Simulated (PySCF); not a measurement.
C3H7NSi.

```xyz
12

C      2.1964     1.5931     0.3624
C      1.5826     0.5552     0.4772
C      0.8223    -0.6968     0.5797
N     -0.1829    -0.8908    -0.4429
Si    -1.7486    -0.1337    -0.3844
H      2.7392     2.5151     0.2652
H      0.3342    -0.7316     1.5698
H      1.5335    -1.5419     0.5773
H      0.2203    -1.0284    -1.3645
H     -2.3350    -0.4236     0.9593
H     -2.5710    -0.7471    -1.4687
H     -1.7683     1.3547    -0.5725
```
Charge 0, spin multiplicity 1.

Geometry: PBE0-D3(BJ)/def2-SVP. Other conformers were not sampled.

Method: PBE/pcSseg-1 (PySCF). Non-relativistic, no solvent.

Computed absolute GIAO shielding of each atom: isotropic value and principal components (ppm):
```
atom  σ(iso)    σ11    σ22    σ33   span
----  ------  -----  -----  -----  -----
C1     106.2   38.5   41.2  239.1  200.6
C2      94.8   -7.9   -0.2  292.6  300.6
C3     140.9  116.0  139.1  167.5   51.6
N4     235.6  198.3  230.9  277.5   79.3
Si5    387.8  340.9  356.6  465.8  125.0
H6      29.2   24.6   24.7   38.2   13.6
H7      27.7   23.0   28.1   32.1    9.1
H8      27.3   21.2   27.4   33.2   11.9
H9      31.4   22.9   30.3   40.9   18.0
H10     26.6   23.6   25.0   31.2    7.6
H11     26.5   23.3   24.8   31.5    8.1
H12     26.1   22.5   24.8   31.1    8.6
```
